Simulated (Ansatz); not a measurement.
System: sum formula H₂SiO₃Cl (charge -1, singlet). It need not be the lowest isomer of its formula. Whether it binds its extra electron was not tested at this geometry. 
Coordinates optimised at B3LYP-D3(BJ)/def2-TZVP (Ansatz, an electronic-structure program):
SMILES: [Si]([O-])(O)(O)Cl
```xyz
7

Si    -0.1540     0.0059    -0.4333
Cl     0.4579     0.4211     1.6124
O     -0.7271     1.2541    -1.1392
O      1.2211    -0.7035    -1.0711
O     -1.1517    -1.3230    -0.2336
H      1.6971    -0.0404    -1.5781
H     -2.0638    -1.0212    -0.2162
```
Charge -1, spin multiplicity 1.

Basis-set convergence of Hartree-Fock and CCSD correlation energies (hartree) with Ansatz. Correlated levels leave the core frozen unless marked. No spin-orbit coupling. No relativistic terms. This anion needs diffuse functions, which these sets lack.

| basis | functions | E(HF) | E(corr, CCSD) |
|---|---|---|---|
| cc-pV(D+d)Z | 98 | -974.42694 | -0.81716 |
| cc-pV(T+d)Z | 196 | -974.55756 | -1.05350 |
| cc-pV(Q+d)Z | 353 | (withheld) | (withheld) |

Complete the blanks.


- cc-pV(Q+d)Z, E(HF): -974.58826
- cc-pV(Q+d)Z, E(corr, CCSD): -1.13614
